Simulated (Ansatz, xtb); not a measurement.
Stretching the B1–H3 bond in aminoborane (SMILES BN) (multiplicity 1 held, fragments rigid). Energies count from the point at 1.193 Å.
Geometry at that point (charge 0, multiplicity 1):
```csv
atom,x (Å),y (Å),z (Å)
B,-0.7760,0.0448,-0.0030
N,0.6093,-0.0352,0.0024
H,-1.4138,-0.9629,-0.0311
H,-1.2939,1.1191,0.0205
H,1.2097,0.7728,0.0253
H,1.1130,-0.9068,-0.0162
```

R- and RO- levels are restricted; in cc, def2 and unpolarised 6-31G sets they are followed outwards from rest. Unrestricted levels (U-) break spin symmetry where that is lower. Active spaces are followed from a long bond inwards. Levels need not reach the same state.

Frozen-core correlation.

The values were computed with Ansatz (Gaussian orbitals); xtb for the GFN methods. Values without a source in brackets are computed. The GFN methods have no spin term and hold the electronic entropy of 300 K.

Energies in eV.

```json
[
 {"R (Å)": "0.954", "GFN2-xTB": "0.98", "U-CCSD/cc-pVDZ": "1.22", "R-CCSD(T)/cc-pVDZ": "1.22", "SC-NEVPT2 on CASSCF(2,2)/cc-pVDZ": "1.25", "FIC-MRCISD+Q on CASSCF(2,2)/cc-pVDZ": "1.22"},
 {"R (Å)": "1.074", "GFN2-xTB": "0.14", "U-CCSD/cc-pVDZ": "0.28", "R-CCSD(T)/cc-pVDZ": "0.28", "SC-NEVPT2 on CASSCF(2,2)/cc-pVDZ": "0.29", "FIC-MRCISD+Q on CASSCF(2,2)/cc-pVDZ": "0.28"},
 {"R (Å)": "1.193", "GFN2-xTB": "0.00", "U-CCSD/cc-pVDZ": "0.00", "R-CCSD(T)/cc-pVDZ": "0.00", "SC-NEVPT2 on CASSCF(2,2)/cc-pVDZ": "0.00", "FIC-MRCISD+Q on CASSCF(2,2)/cc-pVDZ": "0.00"},
 {"R (Å)": "1.312", "GFN2-xTB": "0.17", "U-CCSD/cc-pVDZ": "0.10", "R-CCSD(T)/cc-pVDZ": "0.10", "SC-NEVPT2 on CASSCF(2,2)/cc-pVDZ": "0.08", "FIC-MRCISD+Q on CASSCF(2,2)/cc-pVDZ": "0.10"},
 {"R (Å)": "1.431", "GFN2-xTB": "0.47", "U-CCSD/cc-pVDZ": "0.41", "R-CCSD(T)/cc-pVDZ": "0.40", "SC-NEVPT2 on CASSCF(2,2)/cc-pVDZ": "0.37", "FIC-MRCISD+Q on CASSCF(2,2)/cc-pVDZ": "0.40"},
 {"R (Å)": "1.610", "GFN2-xTB": "1.03", "U-CCSD/cc-pVDZ": "1.04", "R-CCSD(T)/cc-pVDZ": "1.02", "SC-NEVPT2 on CASSCF(2,2)/cc-pVDZ": "0.97", "FIC-MRCISD+Q on CASSCF(2,2)/cc-pVDZ": "1.02"},
 {"R (Å)": "1.789", "GFN2-xTB": "1.64", "U-CCSD/cc-pVDZ": "1.73", "R-CCSD(T)/cc-pVDZ": "1.70", "SC-NEVPT2 on CASSCF(2,2)/cc-pVDZ": "1.62", "FIC-MRCISD+Q on CASSCF(2,2)/cc-pVDZ": "1.70"},
 {"R (Å)": "2.088", "GFN2-xTB": "2.62", "U-CCSD/cc-pVDZ": "2.79", "R-CCSD(T)/cc-pVDZ": "2.73", "SC-NEVPT2 on CASSCF(2,2)/cc-pVDZ": "2.61", "FIC-MRCISD+Q on CASSCF(2,2)/cc-pVDZ": "2.72"},
 {"R (Å)": "2.386", "GFN2-xTB": "3.46", "U-CCSD/cc-pVDZ": "3.63", "R-CCSD(T)/cc-pVDZ": "3.50", "SC-NEVPT2 on CASSCF(2,2)/cc-pVDZ": "3.37", "FIC-MRCISD+Q on CASSCF(2,2)/cc-pVDZ": "3.50"},
 {"R (Å)": "2.744", "GFN2-xTB": "4.23", "U-CCSD/cc-pVDZ": "4.27", "R-CCSD(T)/cc-pVDZ": "4.08", "SC-NEVPT2 on CASSCF(2,2)/cc-pVDZ": "3.96", "FIC-MRCISD+Q on CASSCF(2,2)/cc-pVDZ": "4.10"},
 {"R (Å)": "3.221", "GFN2-xTB": "4.88", "U-CCSD/cc-pVDZ": "4.57", "R-CCSD(T)/cc-pVDZ": "4.34", "SC-NEVPT2 on CASSCF(2,2)/cc-pVDZ": "4.34", "FIC-MRCISD+Q on CASSCF(2,2)/cc-pVDZ": "4.48"},
 {"R (Å)": "3.817", "GFN2-xTB": "5.25", "U-CCSD/cc-pVDZ": "4.64", "R-CCSD(T)/cc-pVDZ": "4.21", "SC-NEVPT2 on CASSCF(2,2)/cc-pVDZ": "4.49", "FIC-MRCISD+Q on CASSCF(2,2)/cc-pVDZ": "4.62"}
]
```

Doubts at one or more of the structures used: a spin-contaminated determinant (U-CCSD/cc-pVDZ); T1 above 0.05 (U-CCSD/cc-pVDZ, R-CCSD(T)/cc-pVDZ); a restricted determinant that unrestricted orbitals would lower (R-CCSD(T)/cc-pVDZ); other coupled-cluster roots lie near (R-CCSD(T)/cc-pVDZ).

Ansatz is a quantum-chemistry and plane-wave program.
